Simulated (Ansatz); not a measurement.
C₂H₅FN₂Si (`N#CC(N)(F)[SiH3]`), relaxed with RKS PBE0-D4/def2-TZVP in Ansatz from a PBE-D4/def2-SVP geometry. The force threshold is 0.005 eV/Å; the program also tests the step.

The species carries charge 0 and has multiplicity 1.

Start:

```xyz
11

N     2.730    0.552   -0.558
C     1.627    0.166   -0.481
C     0.220   -0.256   -0.387
N     0.116   -1.494    0.274
F    -0.285   -0.272   -1.739
Si   -0.849    1.106    0.504
H     0.675   -2.242   -0.155
H    -0.852   -1.800    0.407
H    -0.866    2.340   -0.343
H    -0.291    1.390    1.867
H    -2.225    0.510    0.612
```

| step | energy (eV) | largest force (eV/Å) | largest move (Å) |
| --- | --- | --- | --- |
| 1 | -15720.4103 | 2.152 | 0.000 |
| 2 | -15720.4708 | 0.206 | 0.035 |
| 3 | -15720.4748 | 0.089 | 0.013 |
| 4 | -15720.4757 | 0.032 | 0.013 |
| 5 | -15720.4761 | 0.024 | 0.016 |
| 6 | -15720.4762 | 0.024 | 0.017 |
| 7 | -15720.4763 | 0.013 | 0.009 |
| 8 | -15720.4764 | 0.010 | 0.005 |
| 9 | -15720.4764 | 0.003 | 0.004 |

End:

```xyz
11

N     2.695    0.544   -0.496
C     1.609    0.170   -0.467
C     0.206   -0.246   -0.402
N     0.098   -1.479    0.255
F    -0.255   -0.286   -1.743
Si   -0.844    1.099    0.497
H     0.665   -2.213   -0.148
H    -0.857   -1.781    0.380
H    -0.899    2.307   -0.355
H    -0.228    1.387    1.812
H    -2.191    0.496    0.665
```

It took 34 s on 4 threads of an Arm Neoverse V2 on a shared host, with 0.61 GiB of host memory at the peak.
